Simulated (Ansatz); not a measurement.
Species: CH8Si3, SMILES `C[SiH2][SiH]=[SiH2]` (C–Si–Si–Si torsion 105°) (charge 0, multiplicity 1), formula CH₈Si₃.

### Question
How many basis functions does Ansatz (a quantum-chemistry and plane-wave program) with frozen-core CCSD(T)/cc-pVTZ // PBE0-D3(BJ)/def2-TZVP use, how many core orbitals are frozen, and how many electrons are correlated?

### Answer
244 basis functions and 16 frozen orbitals, which leaves 24 correlated electrons. Core time is of the order of minutes.
